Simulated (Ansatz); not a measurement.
Ansatz (a quantum-chemistry and plane-wave program) input (RI-MP2/cc-pV(Q+d)Z):
A basis named .json is the Basis Set Exchange file of that set.

Ansatz 0.2 input:
```yaml
crystal:
  periodic: [false, false, false]
  atoms:
    - {symbol: Si, position_ang: [0.14772888, -0.11706233, 0.02557506]}
    - {symbol: O, position_ang: [-0.64749018, -1.17593050, 0.95385399]}
    - {symbol: N, position_ang: [-1.40149706, 0.96059611, -0.23604641]}
    - {symbol: N, position_ang: [1.27810582, 0.81888209, 0.82603003]}
    - {symbol: N, position_ang: [0.61911677, -0.50669730, -1.53493441]}
    - {symbol: H, position_ang: [-0.26923719, -2.00886887, 1.25120982]}
    - {symbol: H, position_ang: [-1.19074010, 1.79125610, -0.78957472]}
    - {symbol: H, position_ang: [-2.15203317, 0.45436562, -0.70908737]}
    - {symbol: H, position_ang: [1.99468797, 1.36310547, 0.37214521]}
    - {symbol: H, position_ang: [1.38386905, 0.80404353, 1.82850887]}
    - {symbol: H, position_ang: [0.06155628, -1.04604748, -2.17967933]}
    - {symbol: H, position_ang: [1.58970226, -0.49188319, -1.80987302]}
    - {symbol: H, position_ang: [-1.77616669, 1.27087938, 0.66212319]}
basis:
  gaussian:
    orbitals: cc-pV_Q+d_Z.json
    fitting: {mean_field: def2-universal-jkfit, correlation: cc-pVQZ-RIFIT.json}
total_charge: 1
magnetization: {spin_polarized: false}
correlation: {method: mp2, electrons: outside_noble_gas}
```

End of the output:

```
integrals: 1.05 GiB planned
580 factors; integrals over basis functions are off by at most 2.6e0 eV
mean field: 2.31 GiB planned
mean field evaluation 1: about -14464.0078 eV, gradient 7.5e1 eV
mean field evaluation 2: about -14471.1879 eV, gradient 4.1e1 eV
mean field evaluation 4: about -14473.9909 eV, gradient 1.6e0 eV
mean field evaluation 8: about -14473.9961 eV, gradient 2.1e-6 eV
mean field -14473.99608127 eV, -531.9095451597 hartree, gradient 2.1e-6 eV, S^2 0.000000; 0 other end points of the search recorded, 0 dependent functions left out
9 core orbitals not correlated
1126 factors; their error is unknown
reference -14473.99608127 eV, -531.9095451597 hartree; 16, 16 occupied and 499, 499 virtual orbitals, 1126 factors
second order -29.23938443 eV of doubles, -0.00000000 eV of singles
Total energy: -14503.23546570 eV, -532.9840727183 hartree
```

It need not be the lowest isomer of its formula.
